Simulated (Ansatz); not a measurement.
Consider the formal exchange of groups at a Ge–Sn bond: `[F][Sn]([F])([F])[GeH3]` + `C=C1CS1` → `[GeH3]/[CH]=C1\CS1` + `[F][SnH]([F])[F]`.

Gas-phase electronic energies from Ansatz, PBE0-D4/def2-TZVP geometries. CCSD(T)/CBS adds triple-zeta CCSD(T) − MP2 to the extrapolated MP2 energy (def2 sets, frozen cores). Functionals use def2-TZVPP. B3LYP here is the variant with VWN-RPA as its local correlation; programs differ in this. Elements past krypton have def2 core potentials. For Ge, Sn outer-core shells are correlated without core-valence functions, which leaves a few kJ/mol of doubt a bond. Scalar relativity is left out up to krypton.

CCSD(T)/CBS gives +70.5 kJ/mol.

(1) Another level gave +73.8 kJ/mol. Which?
A. B97M-V/def2-TZVPP
B. revPBE-D4/def2-TZVPP
C. PBE-QIDH/def2-TZVPP
D. B3LYP/def2-TZVPP

Largest T1 diagnostic among the species: 0.015.

Results:

(1) B. revPBE-D4 73.8, PBE-QIDH 67.4, B97M-V 61.7, B3LYP 82.6 kJ/mol.

The D4 term adds −3.8 kJ/mol with B3LYP and −2.1 kJ/mol with PBE0; it sums over pairs of atoms, weighted by their polarisabilities, and B3LYP, whose exchange is more repulsive, gets the larger term. Leaving LDA and LC-ωPBE aside and taking each functional with its dispersion term where it has one, the values, not all of them listed here, spread over 19.1 kJ/mol, from B97M-V to BLYP-D4. LDA lies −5.8 kJ/mol from PBE without D4. From PBE to PBE0 (25 % exact exchange), in def2-TZVPP and without D4, ΔE moves by −4.1 kJ/mol.
